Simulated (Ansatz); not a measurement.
Reaction (formal exchange of groups at a C–S bond): `N#C[S][GeH3]` + `C[SiH](F)F` → `C[Si](F)(F)C#N` + `[SH][GeH3]`

Computed with Ansatz on PBE0-D4/def2-TZVP structures; ΔE is electronic, products minus reactants. CCSD(T)/CBS adds triple-zeta CCSD(T) − MP2 to the extrapolated MP2 energy (def2 sets, frozen cores). DFT in def2-TZVPP. B3LYP here is the variant with VWN-RPA as its local correlation; programs differ in this. For Ge outer-core shells are correlated without core-valence functions, which leaves a few kJ/mol of doubt a bond. Scalar relativity is left out up to krypton.

`N#C[S][GeH3]`:

```xyz
7

N    -0.514    2.738    0.062
C     0.039    1.846   -0.422
S     0.856    0.568   -1.144
Ge    0.014   -1.047    0.196
H    -1.506   -1.051    0.025
H     0.441   -0.734    1.631
H     0.670   -2.320   -0.347
```

`C[SiH](F)F`:

Z-matrix (Å, degrees):
```
C
Si 1 1.840
H 1 1.092 2 110.7
H 1 1.093 2 110.6 3 -120.1
H 1 1.093 2 110.6 3 120.1
F 2 1.591 1 109.8 3 58.6
F 2 1.591 1 109.8 3 -58.5
H 2 1.477 1 114.8 3 -179.9
```

`C[Si](F)(F)C#N`:

Cartesian coordinates in Å:
```
C -0.081 -0.524 -1.144
Si 0.510 0.082 0.475
F 1.040 -1.092 1.388
F 1.675 1.138 0.322
C -0.829 0.919 1.429
N -1.703 1.430 1.977
H -0.891 -1.244 -1.010
H -0.453 0.305 -1.750
H 0.732 -1.013 -1.687
```

`[SH][GeH3]`:

Z-matrix (Å, degrees):
```
Ge
S 1 2.224
H 1 1.536 2 110.4
H 1 1.533 2 104.8 3 119.2
H 1 1.536 2 110.4 3 -121.7
H 2 1.343 1 94.6 3 60.6
```

```
   level  ΔE (kcal/mol)
B3LYP-D4          -14.5
 ωB97M-V          -16.5
```

Problem. What does CCSD(T)/CBS give? (Estimate.)

Solution. Computed: -16.6 kcal/mol. The listed levels differ from it by 2.1, 0.1 kcal/mol.

Largest T1 diagnostic among the species: 0.013.

In def2-TZVPP, CCSD(T) changes the Hartree–Fock value by +2.0 kcal/mol (the triples alone add +0.8 kcal/mol) and MP2 by +3.1 kcal/mol. From PBE to PBE0 (25 % exact exchange), in def2-TZVPP and without D4, ΔE moves by −1.7 kcal/mol.
